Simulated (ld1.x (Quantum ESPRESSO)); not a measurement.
## W (Z = 74), ultrasoft: configuration errors across variants

W (Z = 74), ultrasoft, made with ld1.x (Quantum ESPRESSO) 7.5 (LDA (PZ), fully relativistic). Core [Kr] 4d10, reference 4f14 5s2 5p6 5d3 6s0 6p0 (charge +3). Waves: 5s (bound): rcut 1.35, rcutus 1.45 bohr; 6s (bound, empty): rcut 1.35, rcutus 1.45 bohr; 5p (bound): rcut 1.60, rcutus 1.95 bohr; 6p (bound, empty): rcut 1.60, rcutus 1.95 bohr; 5d (bound): rcut 2.30, rcutus 2.55 bohr; 5d channel at -2 Ry: rcut 2.30, rcutus 2.55 bohr; 4f (bound): rcut 0.75, rcutus 0.90 bohr; 4f channel at -3.7 Ry: rcut 0.75, rcutus 0.90 bohr. Local part: all-electron potential smoothed inside 0.90 bohr (lloc = -1). Core correction: Bessel-smoothed model core inside 0.45 bohr. Augmentation charge: built from norm-conserving waves at rcut, not smoothed further.

Open shells are filled in proportion to 2j + 1 (rel_dist='average').

All-electron excitation energies from the reference (eV): (1) 4f14 5s2 5p6 5d4 6s2 6p0 -50.859; (2) 4f14 5s2 5p6 5d4 6s1 6p0 -41.722; (3) 4f14 5s2 5p6 5d4 6s0 6p0 -25.696; (4) 4f13 5s2 5p6 5d5 6s2 6p0 -18.269; (5) 4f14 5s2 5p6 5d5 6s0 6p0 -40.875.

The overlap operator is not positive definite (basis up to 400 Ry) in “base”, “local potential all-electron potential smoothed inside 1.36 bohr (lloc = -1)”, “waves 5s (bound): rcut 1.26, rcutus 1.34 bohr; 6s (bound): rcut 1.26, rcutus 1.34 bohr”, “local potential all-electron potential smoothed inside 1.45 bohr (lloc = -1)”, “wave 4f channel at -3.7 Ry: rcut 0.75, rcutus 0.90 bohr becomes 4f channel at -3.22 Ry: rcut 0.75, rcutus 0.90 bohr”, “waves 4f (bound): rcut 0.54, rcutus 0.58 bohr; 4f channel at -3.7 Ry: rcut 0.54, rcutus 0.58 bohr”. Such files are unfit for use, however small their errors in these radial tests.

Tests that are not counted but printed errors over 1 eV. “base”: 4f14 5s2 5p6 5d4 6s0 6p1 (solver errors, printed error -3.1 eV); 4f14 5s2 5p6 5d4 6s0 6p2 (solver errors, printed error -10.4 eV). “local potential all-electron potential smoothed inside 1.45 bohr (lloc = -1)”: 4f14 5s2 5p6 5d4 6s2 6p0 (solver errors, printed error -9190 eV). “wave 4f channel at -3.7 Ry: rcut 0.75, rcutus 0.90 bohr becomes 4f channel at -3.22 Ry: rcut 0.75, rcutus 0.90 bohr”: 4f14 5s2 5p6 5d4 6s0 6p1 (solver errors, printed error -3.1 eV); 4f14 5s2 5p6 5d4 6s0 6p2 (solver errors, printed error -10.4 eV). “waves 4f (bound): rcut 0.54, rcutus 0.58 bohr; 4f channel at -3.7 Ry: rcut 0.54, rcutus 0.58 bohr”: 4f14 5s2 5p6 5d4 6s0 6p1 (solver errors, printed error -3.1 eV); 4f14 5s2 5p6 5d4 6s0 6p2 (solver errors, printed error -10.4 eV).

2 further variants failed, have other tests or another functional or relativity, and are left out.

A true bound ghost makes a file unfit for plane-wave use even where its test errors are small: the radial tests pick states by their node count and pass the ghost by. Where a test does run into it, the solver fails or the error is huge.

The file “base” misses its own reference levels by 1.2 eV. The file “wave 4f channel at -3.7 Ry: rcut 0.75, rcutus 0.90 bohr becomes 4f channel at -3.22 Ry: rcut 0.75, rcutus 0.90 bohr” misses its own reference levels by 1.2 eV. The file “waves 4f (bound): rcut 0.54, rcutus 0.58 bohr; 4f channel at -3.7 Ry: rcut 0.54, rcutus 0.58 bohr” misses its own reference levels by 1.3 eV.

Errors AE − PS in meV (a dash: test not solved or not reliable):

| change | (1) | (2) | (3) | (4) | (5) | bound ghosts |
| --- | --- | --- | --- | --- | --- | --- |
| base | -3101 | -2015 | -355 | -5704 | -597 | d5/2, d3/2 (p1/2, p3/2 not tested, overlap not positive) |
| local potential all-electron potential smoothed inside 1.36 bohr (lloc = -1) | – | – | – | – | – | not determined (overlap not positive) |
| waves 5s (bound): rcut 1.26, rcutus 1.34 bohr; 6s (bound): rcut 1.26, rcutus 1.34 bohr | – | – | – | – | – | not determined (overlap not positive) |
| local potential all-electron potential smoothed inside 1.45 bohr (lloc = -1) | – | – | – | – | – | not determined (overlap not positive) |
| wave 4f channel at -3.7 Ry: rcut 0.75, rcutus 0.90 bohr becomes 4f channel at -3.22 Ry: rcut 0.75, rcutus 0.90 bohr | -3100 | -2014 | -356 | -5716 | -597 | d5/2, d3/2 (p1/2, p3/2 not tested, overlap not positive) |
| waves 4f (bound): rcut 0.54, rcutus 0.58 bohr; 4f channel at -3.7 Ry: rcut 0.54, rcutus 0.58 bohr | -3130 | -2034 | -357 | -5840 | -600 | d5/2, d3/2 (p1/2, p3/2 not tested, overlap not positive) |

(1) Give the same row for: all radii but the core radius scaled by about 0.82 (s 1.18, p 1.60, d 2.08, f 0.74 bohr, rcut 1.10/1.30/1.88/0.62); local potential all-electron potential smoothed inside 0.74 bohr (lloc = -1).

Results:

(1) -8.4, -2.8, +0.7, –, –; bound ghosts: not determined (overlap not positive). Its overlap operator is not positive definite in a basis up to 400 Ry (lowest eigenvalue p1/2 -0.42), so the file is unfit for use: the generalised eigenproblem breaks down once the basis is large enough, and its test numbers describe a broken file.
